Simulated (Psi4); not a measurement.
Psi4 input (wB97X-D/6-311+G**):

```
memory 1500 MB

molecule {
0 2
P     1.94572400    0.20998300   -0.22772600
Si   -0.24252300    0.78516400   -0.23910600
P    -1.62812400   -0.82109800    0.56960800
H     1.89805500   -0.33220100    1.08231300
H     1.75516400   -1.05368600   -0.85361900
H    -0.59107700    1.28288000   -1.59838500
H    -2.81686200   -0.13036600    0.21471200
H    -1.61396000   -1.59219700   -0.62576800
symmetry c1
no_reorient
no_com
}

set {
  basis 6-311+G**
  reference uks
  scf_type df
  df_basis_scf def2-universal-jkfit
  dft_radial_points 99
  dft_spherical_points 590
  e_convergence 1e-8
  d_convergence 1e-7
  maxiter 150
}

e = energy('wb97x-d')
print_out(f'\nFINAL {e:.10f} DIPOLE {variable("CURRENT DIPOLE")[0]:.6f} {variable("CURRENT DIPOLE")[1]:.6f} {variable("CURRENT DIPOLE")[2]:.6f}\n')
```

From the output:

```
      67A      0.768339    68A      0.805648    69A      0.832023
      70A      0.836360    71A      0.873473    72A      0.895565
      73A      0.995584    74A      1.001358    75A      1.078476
      76A      1.105115    77A      1.306556    78A      1.369432
      79A      1.419566    80A      1.420170    81A      1.448910
      82A      1.493370    83A      1.507276    84A      1.521262
      85A      1.528976    86A      1.557945    87A      1.577998
      88A      1.589331    89A      1.610030    90A      1.707984
      91A      1.725548    92A      1.788425    93A      1.792628
      94A      1.856471    95A      1.913210    96A      2.099968
      97A      2.126212    98A      2.130168    99A      2.208255
     100A      2.213900   101A      2.630165   102A      2.640639
     103A      2.698713   104A      2.783010   105A      2.824542
     106A      5.538156   107A      7.054397   108A      7.080463
     109A     11.434085   110A     11.499333   111A     11.512823
     112A     14.013699   113A     14.021632   114A     14.025280
     115A     14.031011   116A     14.056871   117A     14.084676
     118A    141.035970   119A    163.276516   120A    163.311713

    Final Occupation by Irrep:
              A
    DOCC [    24 ]
    SOCC [     1 ]
    NA   [    25 ]
    NB   [    24 ]

  @DF-UKS Final Energy:  -975.16855109071730

   => Energetics <=

    Nuclear Repulsion Energy =            182.0827745275277039
    One-Electron Energy =               -1711.3522128358536065
    Two-Electron Energy =                 604.2437817827532172
    DFT Exchange-Correlation Energy =     -50.1404783409944343
    Empirical Dispersion Energy =          -0.0024162241502688
    VV10 Nonlocal Energy =                  0.0000000000000000
    Total Energy =                       -975.1685510907173011

  UHF NO Occupations:
  HONO-2 :   23  A 1.9997881
  HONO-1 :   24  A 1.9992220
  HONO-0 :   25  A 1.0000000
  LUNO+0 :   26  A 0.0007780
  LUNO+1 :   27  A 0.0002119
  LUNO+2 :   28  A 0.0001288
  LUNO+3 :   29  A 0.0001184

Computation Completed

Properties will be evaluated at   0.000000,   0.000000,   0.000000 [a0]

Properties computed using the SCF density matrix

 Multipole Moments:

 ------------------------------------------------------------------------------------
     Multipole            Electronic (a.u.)      Nuclear  (a.u.)        Total (a.u.)
 ------------------------------------------------------------------------------------

 L = 1.  Multiply by 2.5417464519 to convert [e a0] to [Debye]
 Dipole X            :         -0.3038392           -0.0000038           -0.3038430
 Dipole Y            :         -0.1408499            0.0000019           -0.1408481
 Dipole Z            :         -0.2019284           -0.0000019           -0.2019303
 Magnitude           :                                                    0.3910685

 ------------------------------------------------------------------------------------

FINAL -975.1685510907 DIPOLE -0.303843 -0.140848 -0.201930

*** Psi4 exiting successfully. Buy a developer a beer!
```

The geometry given is a B3LYP-D3(BJ)/def2-TZVP minimum.
